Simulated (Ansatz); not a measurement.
`B[CH2][GeH2][SeH]` + H₂ → H₂Se + `B[CH2][GeH3]`  (hydrogenolysis of the Se–Ge bond)

Gas-phase electronic energies from Ansatz, PBE0-D4/def2-TZVP geometries. CBS: MP2 limit from def2 TZ/QZ plus the TZ coupled-cluster correction, frozen cores. This one scheme is used for every species. Functionals use def2-TZVPP. B3LYP here is the variant with VWN-RPA as its local correlation; programs differ in this. HSE06 is defined as in plane-wave codes. For Ge, Se outer-core shells are correlated without core-valence functions, which leaves a few kJ/mol of doubt a bond. Scalar relativity is left out up to krypton. Each species was taken in one conformer, which may not be the lowest.

```json
{"level": "LDA (SPW92)", "ΔE (kcal/mol)": "8.0", "difference from CCSD(T)/CBS": "-2.0"}
{"level": "PBE-D4", "ΔE (kcal/mol)": "10.3", "difference from CCSD(T)/CBS": "0.3"}
{"level": "revPBE-D4", "ΔE (kcal/mol)": "11.3", "difference from CCSD(T)/CBS": "1.3"}
{"level": "BLYP-D4", "ΔE (kcal/mol)": "10.3", "difference from CCSD(T)/CBS": "0.3"}
{"level": "B97M-V", "ΔE (kcal/mol)": "6.9", "difference from CCSD(T)/CBS": "-3.1"}
{"level": "PBE0-D4", "ΔE (kcal/mol)": "9.9", "difference from CCSD(T)/CBS": "-0.1"}
{"level": "B3LYP-D4", "ΔE (kcal/mol)": "9.7", "difference from CCSD(T)/CBS": "-0.3"}
{"level": "r2SCANh-D4", "ΔE (kcal/mol)": "10.0", "difference from CCSD(T)/CBS": "0.0"}
{"level": "HSE06-D4", "ΔE (kcal/mol)": "9.9", "difference from CCSD(T)/CBS": "-0.1"}
{"level": "BHLYP-D4", "ΔE (kcal/mol)": "9.5", "difference from CCSD(T)/CBS": "-0.5"}
{"level": "CAM-B3LYP-D4", "ΔE (kcal/mol)": "7.6", "difference from CCSD(T)/CBS": "-2.4"}
{"level": "ωB97X-V", "ΔE (kcal/mol)": "8.6", "difference from CCSD(T)/CBS": "-1.4"}
{"level": "ωB97M-V", "ΔE (kcal/mol)": "9.0", "difference from CCSD(T)/CBS": "-1.0"}
{"level": "B2PLYP", "ΔE (kcal/mol)": "8.4", "difference from CCSD(T)/CBS": "-1.6"}
{"level": "PBE-QIDH", "ΔE (kcal/mol)": "9.7", "difference from CCSD(T)/CBS": "-0.3"}
{"level": "PBE", "ΔE (kcal/mol)": "8.5", "difference from CCSD(T)/CBS": "-1.5"}
{"level": "revPBE", "ΔE (kcal/mol)": "8.1", "difference from CCSD(T)/CBS": "-1.9"}
{"level": "BLYP", "ΔE (kcal/mol)": "6.8", "difference from CCSD(T)/CBS": "-3.2"}
{"level": "r2SCAN", "ΔE (kcal/mol)": "9.6", "difference from CCSD(T)/CBS": "-0.4"}
{"level": "PBE0", "ΔE (kcal/mol)": "8.3", "difference from CCSD(T)/CBS": "-1.7"}
{"level": "B3LYP", "ΔE (kcal/mol)": "6.8", "difference from CCSD(T)/CBS": "-3.2"}
{"level": "r2SCANh", "ΔE (kcal/mol)": "9.5", "difference from CCSD(T)/CBS": "-0.5"}
{"level": "r2SCAN0", "ΔE (kcal/mol)": "9.3", "difference from CCSD(T)/CBS": "-0.7"}
{"level": "HSE06", "ΔE (kcal/mol)": "8.4", "difference from CCSD(T)/CBS": "-1.6"}
{"level": "BHLYP", "ΔE (kcal/mol)": "6.5", "difference from CCSD(T)/CBS": "-3.5"}
{"level": "CAM-B3LYP", "ΔE (kcal/mol)": "5.9", "difference from CCSD(T)/CBS": "-4.1"}
{"level": "LC-ωPBE", "ΔE (kcal/mol)": "6.9", "difference from CCSD(T)/CBS": "-3.1"}
{"level": "RPA@PBE/def2-TZVPP", "ΔE (kcal/mol)": "8.2", "difference from CCSD(T)/CBS": "-1.8"}
{"level": "MP2/def2-SVP", "ΔE (kcal/mol)": "8.0", "difference from CCSD(T)/CBS": "-2.0"}
{"level": "CCSD/def2-SVP", "ΔE (kcal/mol)": "4.8", "difference from CCSD(T)/CBS": "-5.2"}
{"level": "CCSD(T)/def2-SVP", "ΔE (kcal/mol)": "5.6", "difference from CCSD(T)/CBS": "-4.4"}
{"level": "HF/def2-TZVPP", "ΔE (kcal/mol)": "5.2", "difference from CCSD(T)/CBS": "-4.8"}
{"level": "MP2/def2-TZVPP", "ΔE (kcal/mol)": "11.7", "difference from CCSD(T)/CBS": "1.7"}
{"level": "CCSD/def2-TZVPP", "ΔE (kcal/mol)": "8.1", "difference from CCSD(T)/CBS": "-1.9"}
{"level": "CCSD(T)/def2-TZVPP", "ΔE (kcal/mol)": "9.1", "difference from CCSD(T)/CBS": "-0.9"}
{"level": "HF/def2-QZVPP", "ΔE (kcal/mol)": "5.0", "difference from CCSD(T)/CBS": "-5.0"}
{"level": "SCS-MP2/def2-QZVPP", "ΔE (kcal/mol)": "10.2", "difference from CCSD(T)/CBS": "0.2"}
{"level": "HF/CBS(def2)", "ΔE (kcal/mol)": "4.9", "difference from CCSD(T)/CBS": "-5.1"}
{"level": "MP2/CBS(def2)", "ΔE (kcal/mol)": "12.6", "difference from CCSD(T)/CBS": "2.6"}
{"level": "CCSD/CBS(def2)", "ΔE (kcal/mol)": "8.9", "difference from CCSD(T)/CBS": "-1.1"}
{"level": "CCSD(T)/CBS", "ΔE (kcal/mol)": "10.0", "difference from CCSD(T)/CBS": "0"}
```

Largest T1 diagnostic among the species: 0.011.

At CCSD(T), def2-SVP lies −4.4 kcal/mol from the extrapolated value and def2-TZVPP −0.9 kcal/mol. In def2-TZVPP, CCSD(T) changes the Hartree–Fock value by +3.9 kcal/mol (the triples alone add +1.1 kcal/mol) and MP2 by +6.5 kcal/mol. Leaving LDA and LC-ωPBE aside and taking each functional with its dispersion term where it has one, the values spread over 4.4 kcal/mol, from B97M-V to revPBE-D4.
